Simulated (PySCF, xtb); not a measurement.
In(I)2(OH) (HI₂InO), SMILES [OH][In]([I])[I]. One conformer was computed; it need not be the lowest.

Harmonic wavenumbers (cm⁻¹) from GFN2-xTB (xtb) at its own minimum, in rising order: 46, 73, 107, 181, 267, 274, 434, 669, 3617.

Task: What does PBE-D3(BJ)/def2-SVP in PySCF give at its own minimum? (Estimate from the structure and the level; the computed values follow.)

Result: 46, 86, 101, 167, 223, 278, 577, 822, 3687. Paired by order, the mean absolute difference is 50 cm⁻¹ and the zero-point energies are 8.1 and 8.6 kcal/mol.
